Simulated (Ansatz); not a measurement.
Computed with Ansatz on PBE0-D4/def2-TZVP structures; ΔE is electronic, products minus reactants. CCSD(T)/CBS is the MP2 limit (def2-TZVPP, def2-QZVPP) plus CCSD(T) − MP2 in def2-TZVPP, frozen cores. This one scheme is used for every species. DFT in def2-TZVPP. Triplets are unrestricted, without spin–orbit coupling. def2 core potentials past Kr. For Sn outer-core shells are correlated without core-valence functions, which leaves a few kJ/mol of doubt a bond. One conformer a species, not always the lowest.

Consider the formal loss of a carbene: `C[CH](C)[Sn][NH2]` → `[CH2]` (triplet) + `C[CH2][Sn][NH2]`.

`C[CH](C)[Sn][NH2]`:

```xyz
14

C     0.447   -0.865   -1.167
C    -0.247   -0.871    0.187
C    -1.512   -0.025    0.176
Sn    1.134   -0.230    1.804
N     1.399    1.610    1.026
H     0.777    0.140   -1.449
H     1.332   -1.510   -1.186
H    -0.224   -1.217   -1.962
H    -0.518   -1.903    0.438
H    -2.213   -0.364   -0.598
H    -2.047   -0.060    1.131
H    -1.293    1.028   -0.030
H     1.989    2.308    1.450
H     0.974    1.958    0.180
```

`[CH2]` (triplet):

Z-matrix (Å, degrees):
```
C
H 1 1.079
H 1 1.079 2 134.9
```

`C[CH2][Sn][NH2]`:

Z-matrix (Å, degrees):
```
C
C 1 1.526
H 1 1.094 2 111.7
H 1 1.095 2 112.2 3 120.3
H 1 1.095 2 111.9 3 -119.8
Sn 2 2.205 1 111.6 3 60.0
H 2 1.095 1 110.7 3 -60.2
H 2 1.094 1 110.5 3 -178.6
N 6 2.015 2 92.6 1 -76.9
H 9 1.009 6 124.9 2 -2.0
H 9 1.008 6 123.9 2 177.1
```

Problem. Is it downhill or uphill in electronic energy at CCSD(T)/CBS, and by how much? (An estimate is asked.)

Solution. The calculation gave: Uphill: ΔE = +433.4 kJ/mol.

Problem. What do these levels give: revPBE-D4, r2SCAN-D4, PBE0-D4, ωB97M-V, CCSD(T)/def2-SVP, CCSD/def2-TZVPP? (Estimate.)

Solution. Computed: revPBE-D4 427.3, r2SCAN-D4 408.5, PBE0-D4 429.1, ωB97M-V 433.3, CCSD(T)/def2-SVP 419.3, CCSD/def2-TZVPP 409.8 kJ/mol.

Problem. What do rigid-rotor, harmonic-oscillator terms from PBE0-D4/def2-TZVP frequencies (298.15 K, 1 bar) make of the CCSD(T)/CBS value? (An estimate is asked.)

Solution. Computed: ΔZPE = -28.6 kJ/mol, ΔH = +411.2 kJ/mol, ΔS = 170 J/(mol·K), ΔG = +360.6 kJ/mol. Open shells count their whole term as degenerate. Modes under 50 cm⁻¹ make the entropy rough.

Largest T1 diagnostic among the species: 0.015.

In def2-TZVPP, CCSD(T) changes the Hartree–Fock value by +146.2 kJ/mol (the triples alone add +12.7 kJ/mol) and MP2 by +161.0 kJ/mol. The D4 term adds +15.4 kJ/mol with B3LYP and +8.4 kJ/mol with PBE0; it sums over pairs of atoms, weighted by their polarisabilities, and B3LYP, whose exchange is more repulsive, gets the larger term. From PBE to PBE0 (25 % exact exchange), in def2-TZVPP and without D4, ΔE moves by −8.0 kJ/mol.

B3LYP here is the variant with VWN-RPA as its local correlation; programs differ in this.
